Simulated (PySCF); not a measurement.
**Choosing a basis for TDDFT**

C4H6BN.
InChI=1S/C4H6BN/c1-2-3-4-5-6/h1,3-5H,6H2/b4-3-

TDDFT with PBE0 (PySCF), vertical singlets, core orbitals frozen in the response, spherical d and f functions. Isolated species at its PBE0-D3(BJ)/def2-SVP geometry (one conformer only).

```
      basis  functions  diffuse  S1 (eV)  S2 (eV)  S3 (eV)  S4 (eV)  S5 (eV)  LUMO (eV)  α (au)
     6-31G*         96       no     4.91     5.07     6.02     6.10     6.24      -1.25    58.1
   def2-SVP        114       no     4.88     5.05     5.95     6.06     6.16      -1.51    61.7
    6-31+G*        120      yes     4.84     4.94     5.85     5.94     6.02      -1.63    68.9
  def2-SVPD        168      yes     4.82     4.95     5.88     5.99     6.03      -1.70    72.6
aug-cc-pVDZ        192      yes     4.79     4.90     5.81     5.90     5.98      -1.70    74.8
  def2-TZVP        222       no     4.81     4.94     5.89     5.98     6.03      -1.66    70.2
 def2-TZVPD        276      yes     4.79     4.91     5.85     5.92     5.97      -1.71    74.5
```

Compare the sets with the largest diffuse one.

States are compared by their number. Against the largest diffuse basis here (def2-TZVPD, itself not a converged limit), sets without diffuse functions differ by up to 0.13 eV in S1 and 0.26 eV in S5; the smaller diffuse sets differ by up to 0.05 and 0.05 eV. State by state, the largest deviation of a set without diffuse functions is S1 0.13, S2 0.17, S3 0.17, S4 0.18, S5 0.26 eV. The same number needn't mean the same state in each row. Against def2-TZVPD the polarisability deviates by -22% in 6-31G*, -17% in def2-SVP, -7% in 6-31+G*, -2% in def2-SVPD, 0% in aug-cc-pVDZ, -6% in def2-TZVP. A single + in a Pople set puts diffuse functions on heavy atoms only.
